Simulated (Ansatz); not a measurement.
C$_{4}$H$_{7}$BO, relaxed with RKS PBE-D4/def2-SVP in the Gaussian-basis code of Ansatz from a rough embedded geometry. The force threshold is 0.03 eV/Å; the program also tests the step.

Charge 0, multiplicity 1. The bonds changed during the relaxation, so this is another structure than the one it started from.

Start:

```xyz
13

C     0.555   -0.350    1.887
C     0.607    0.312    0.701
O     1.054    1.621    0.720
C     0.339   -0.398   -0.605
B    -0.687    0.506   -1.562
C    -1.127   -0.805   -0.767
H     0.184   -1.395    1.862
H     0.793    0.088    2.776
H     1.250    2.167   -0.167
H     1.065   -0.943   -1.137
H    -0.886    1.431   -2.331
H    -1.266   -1.674   -1.423
H    -1.882   -0.561    0.047
```

Q: How much energy does the relaxation release, and in how many steps? (Best estimate.)

A: Ansatz gave: 2.66 eV, in 28 steps, 3 of them rejected.

Q: Which bonds change most? (Estimate.)

A: The calculation gave: C1–B5 from 3.765 to 1.626 Å; C2–B5 from 2.614 to 1.895 Å; C4–B5 from 1.669 to 1.836 Å; C1–C2 from 1.360 to 1.481 Å.

Q: Give the relaxed structure. (An estimate is asked.)

A: Computed: 
```xyz
13

C    -0.326    0.253    1.355
C     0.812    0.228    0.408
O     1.850    1.073    0.595
C     0.510   -0.428   -0.788
B    -1.002    0.370   -0.119
C    -0.853   -1.057   -0.805
H    -0.544   -0.689    1.893
H    -0.289    1.127    2.027
H     2.346    1.150   -0.245
H     1.115   -0.263   -1.696
H    -1.388    1.399   -0.630
H    -1.241   -1.210   -1.826
H    -0.991   -1.952   -0.168
```
